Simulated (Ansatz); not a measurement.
`C[NH][GaH][CH2]F` and `F[CH2][GaH][SnH3]` differ in one atom or group.

Ansatz, PBE0-D4/def2-TZVP geometries, multiplicity 1. Each molecule was computed in one conformer, which needn't be the lowest.

Elements past krypton have def2 core potentials. Scalar relativity is left out up to krypton.

```
                                                                                  property  `C[NH][GaH][CH2]F`
                                                       LUMO energy (B3LYP/def2-TZVPP) / eV               -0.82
                                                       HOMO energy (B3LYP/def2-TZVPP) / eV               -6.52
                                                     LUMO energy (ωB97M-V/def2-TZVPP) / eV                1.11
                                            zero-point energy (PBE0-D4/def2-TZVP) / kJ/mol               237.3
ideal-gas entropy at 298 K and 1 bar (rigid rotor, harmonic PBE0-D4/def2-TZVP) / J/(mol·K)                 370
                                                         HOMO energy (PBE/def2-TZVPP) / eV               -5.48
```

**Question.** What does the change do to each property? (Estimate.)

**Answer.** Computed: 
```csv
property,`F[CH2][GaH][SnH3]`,shift
LUMO energy (B3LYP/def2-TZVPP) / eV,-2.36,-1.54
HOMO energy (B3LYP/def2-TZVPP) / eV,-7.11,-0.59
LUMO energy (ωB97M-V/def2-TZVPP) / eV,-0.41,-1.52
zero-point energy (PBE0-D4/def2-TZVP) / kJ/mol,146.2,-91.1
"ideal-gas entropy at 298 K and 1 bar (rigid rotor, harmonic PBE0-D4/def2-TZVP) / J/(mol·K)",398,28
HOMO energy (PBE/def2-TZVPP) / eV,-6.21,-0.73
```

With PBE0 the HOMO falls by 0.58 eV and the LUMO falls by 1.55 eV, so the gap narrows by about 0.97 eV. PBE moves the HOMO by -0.73 eV and ωB97M-V by -0.27 eV. The zero-point energy changes by -91.1 kJ/mol with -6 modes. Modes under 60 cm⁻¹, often nearly free rotors, make the harmonic entropy too high.

B3LYP here is the variant with VWN-RPA as its local correlation; programs differ in this.
